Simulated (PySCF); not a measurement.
Se(Me)(SMe) (C2H6SSe), SMILES CS[Se]C. Atoms are numbered in the order given.

```xyz
10

Se     0.3370     0.3205     0.7695
C      1.0789     1.5996    -0.4916
H      1.9011     1.1364    -1.0520
H      1.4627     2.4469     0.0965
H      0.3027     1.9591    -1.1802
S     -0.2308    -1.2501    -0.6396
C     -1.8773    -0.7012    -1.1646
H     -2.5615    -0.6372    -0.3073
H     -2.2494    -1.4604    -1.8701
H     -1.8297     0.2692    -1.6791
```

Coordinates come from a ωB97X-D3(BJ)/def2-SVP optimisation. The values are those of a single conformer.

Method: ωB97X-D3(BJ)/def2-SVP run with PySCF.

Frequencies are harmonic and unscaled.

| mode | ν (cm⁻¹) | IR (km/mol) | Raman (Å⁴/amu) | depolarisation | moving atoms (share of kinetic energy) |
|---|---|---|---|---|---|
| 1 | 89 | 1.1 | 2.7 | 0.71 | C 54 %, H 29 %, S 11 % |
| 2 | 133 | 0.1 | 0.4 | 0.61 | H 95 % |
| 3 | 154 | 0.1 | 0.7 | 0.68 | H 90 % |
| 4 | 206 | 1.3 | 3.4 | 0.53 | C 34 %, H 31 %, S 25 %, Se 10 % |
| 5 | 230 | 0.6 | 2.6 | 0.58 | C 36 %, H 24 %, Se 20 %, S 19 % |
| 6 | 430 | 1.8 | 11.9 | 0.25 | S 70 %, Se 27 % |
| 7 | 628 | 2.0 | 21.5 | 0.26 | C 69 %, H 16 %, Se 15 % |
| 8 | 744 | 1.5 | 11.9 | 0.30 | C 55 %, S 31 %, H 14 % |
| 9 | 918 | 10.2 | 3.8 | 0.66 | H 80 %, C 18 % |
| 10 | 923 | 4.8 | 2.8 | 0.74 | H 86 %, C 14 % |
| 11 | 977 | 2.5 | 4.0 | 0.74 | H 83 %, C 15 % |
| 12 | 979 | 10.1 | 4.2 | 0.51 | H 77 %, C 19 % |
| 13 | 1315 | 3.4 | 0.3 | 0.64 | H 84 %, C 16 % |
| 14 | 1349 | 2.2 | 3.0 | 0.54 | H 85 %, C 15 % |
| 15 | 1442 | 11.2 | 10.5 | 0.75 | H 95 % |
| 16 | 1450 | 9.5 | 23.3 | 0.75 | H 96 % |
| 17 | 1459 | 3.3 | 9.8 | 0.68 | H 95 % |
| 18 | 1465 | 14.8 | 16.1 | 0.74 | H 96 % |
| 19 | 3074 | 17.3 | 127.5 | 0.03 | H 98 % |
| 20 | 3082 | 13.4 | 152.8 | 0.03 | H 98 % |
| 21 | 3184 | 2.8 | 97.0 | 0.69 | H 90 %, C 10 % |
| 22 | 3196 | 2.2 | 83.7 | 0.73 | H 90 %, C 10 % |
| 23 | 3198 | 4.1 | 58.3 | 0.75 | H 90 %, C 10 % |
| 24 | 3214 | 1.7 | 56.9 | 0.74 | H 90 %, C 10 % |
